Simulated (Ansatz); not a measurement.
Geometry optimisation, Ansatz, RKS B3LYP-D4/def2-mTZVP.

The input (input.yaml):

```yaml
crystal:
  periodic: [false, false, false]
  atoms:
    - { symbol: Ge, position_ang: [0.433182, 0.09048, -0.105247] }
    - { symbol: H, position_ang: [0.037888, -0.162037, 1.370317] }
    - { symbol: H, position_ang: [1.967096, -0.055805, -0.205123] }
    - { symbol: H, position_ang: [0.032709, 1.506679, -0.53478] }
    - { symbol: H, position_ang: [-0.22573, -0.979237, -0.992101] }
    - { symbol: O, position_ang: [-2.41675, 0.220004, 0.73261] }
    - { symbol: C, position_ang: [-3.281035, -0.84592, 0.3355] }
    - { symbol: H, position_ang: [-2.724668, -1.767792, 0.130507] }
    - { symbol: H, position_ang: [-4.053104, -1.052966, 1.087955] }
    - { symbol: H, position_ang: [-3.771052, -0.528584, -0.586732] }
    - { symbol: H, position_ang: [-1.825138, -0.104222, 1.451494] }
basis:
  gaussian: { orbitals: def2-mTZVP }
hamiltonian:
  xc: b3lyp
  dispersion: d4
relax:
  f_tol: 0.03
  max_steps: 50
```

Launched with:

```bash
$ ansatz run input.yaml --threads 2 --pin off --max-ram 3072MiB --backend cpu --events-out ev --progress --plain --runs-dir out
```

Question: Where does it end, and by what steps?

Answer: The run converged. The force dipped under the threshold on the way, but the program's further checks kept it going. After 17 steps the energy has fallen by 0.096 eV; H11 moved furthest, 0.76 Å.

```csv
step,energy less start (eV),largest force component (eV/Å),accepted
0,0.0000,0.740,yes
1,-0.0656,0.285,yes
2,-0.0360,0.457,no
3,-0.0784,0.065,yes
4,-0.0842,0.148,yes
5,-0.0499,1.042,no
6,-0.0866,0.044,yes
7,-0.0887,0.102,yes
8,-0.0894,0.200,yes
9,-0.0918,0.091,yes
10,-0.0930,0.034,yes
11,-0.0940,0.056,yes
12,-0.0942,0.132,yes
13,-0.0951,0.038,yes
14,-0.0953,0.016,yes
15,-0.0956,0.020,yes
16,-0.0956,0.058,yes
17,-0.0958,0.017,yes
```

```xyz
11
Properties=species:S:1:pos:R:3
Ge 0.535 0.086 -0.160
H 0.522 -0.259 1.338
H 1.992 0.004 -0.663
H 0.009 1.508 -0.392
H -0.303 -0.935 -0.946
O -2.488 0.172 0.911
C -3.259 -0.871 0.317
H -2.808 -1.856 0.475
H -4.288 -0.882 0.692
H -3.283 -0.672 -0.753
H -2.455 0.026 1.866
```

Whether the end is a true minimum wasn't checked by a vibrational analysis.

Time of the run: 53 s on 2 threads of Intel(R) Xeon(R) Platinum 8259CL CPU @ 2.50GHz (Skylake/Cascade Lake), on a shared host, peak memory 0.24 GiB.
